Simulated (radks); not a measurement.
Question: The table gives one normalised radial function P(r) = r R(r) of Pb+ in [Hg] 6p1 (r in bohr). All-electron calculation, scalar-relativistic Kohn-Sham, PBE, spin-polarised, spherical densities, finite nucleus; open shells are filled with parallel spins first (spin-orbit coupling, left out, can overturn this in heavy ions); Fermi nuclear charge, rms radius 5.5012 fm. Program: a radial shooting solver on a logarithmic mesh with Libxc functionals.

r           P
0.002103   0.0542
0.003317   0.0688
0.005276   0.0801
0.008391   0.0780
0.01324    0.0481
0.02106   -0.0213
0.03349   -0.1053
0.05284   -0.1100
0.08403    0.0490
0.1336     0.1766
0.2109    -0.0668
0.3354    -0.2308
0.5334     0.2393
0.8415     0.2707
1.338     -0.4772
2.129     -0.7609
3.358     -0.3853
5.341     -0.0657
8.495     -0.0025

Which n and l does it have? It may be an empty orbital.

Answer: n = 6, l = 0: the number of nodes gives n - l - 1 = 5, the rise at small r (about r^(l+1), flatter next to the nucleus through relativity) gives l, and the extent must fit the shell. The curve is that of 6s up; the table hardly tells the two spins apart. 6s up: eigenvalue -19.505 eV, 5 radial nodes at r = 0.0187, 0.0753, 0.194, 0.437, 1.01 bohr, <r> = 2.25 bohr, 90 % of the charge inside 3.28 bohr.
